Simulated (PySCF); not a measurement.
# Predicted spectroscopic data

Computational details: GIAO PBE0/pcSseg-1 shieldings, geometry from GFN2-xTB, B3LYP/pcJ-1 coupling constants (spin–dipole term left out of most H,H and C,H couplings), in PySCF (non-relativistic Hamiltonian, a single conformation, gas phase, one averaged value for each set of equivalent atoms).

Chemical shifts δ = σref − σ; ¹H (31.72 ppm), ¹³C (186.93 ppm) against TMS, all at this level. Multiplet labels drop J under 1 Hz and among equivalent protons, and merge close values. Unscaled 3J(H,H) run several per cent high. Splittings of carbon signals by F and P are missing where no couplings were computed. Where no couplings were computed, multiplicities follow the n + 1 count of equivalent neighbours, and m marks all less simple cases (inequivalent or close neighbours, rings, F or P nearby). Acid and N–H amide carbonyl carbons lie up to 10 ppm further downfield in solution (hydrogen bonding). Shifts are as computed. Against solution values, carbons near 30 ppm lie about +3 ppm off and those near 130 ppm about +5 ppm. Of 1211 compounds with measured shifts, 218 miss one by over three times the rms of a fit or turn the order of signals round; such compounds aren't used in these exercises. OH and NH positions are gas-phase values without hydrogen bonding to other molecules.

**1.** SMILES N[Si]1(N)CC[C@@H]1F, C3H9FN2Si. ¹H NMR (500 MHz, computed): δ 5.39 (m, 1H), 2.29 (m, 1H), 1.74 (m, 1H), 1.63 (m, 1H), 1.22 (m, 1H), 0.65 (br s, 2H), 0.55 (br s, 2H). ¹³C{¹H} NMR (computed): δ 106.4 (CH), 25.8 (CH2), 21.7 (CH2).

**2.** SMILES C=C=C(C#CCC)C(=O)O, C8H8O2. ¹H NMR (500 MHz, computed): δ 6.17 (br s, 1H), 5.62 (s, 2H), 2.53 (q, 2H), 1.32 (t, 3H). ¹³C{¹H} NMR (computed): δ 239.3 (C), 170.3 (C), 109.4 (C), 91.4 (C), 84.9 (CH2), 76.0 (C), 16.9 (CH2), 16.1 (CH3).

**3.** `InChI=1S/C6H3N/c1-2-3-4-5-6-7/h1H3`. ¹H NMR (500 MHz, computed): δ 2.25 (s, 3H). ¹³C{¹H} NMR (computed): δ 112.6, 85.4, 72.1, 72.0, 55.0, 5.3.
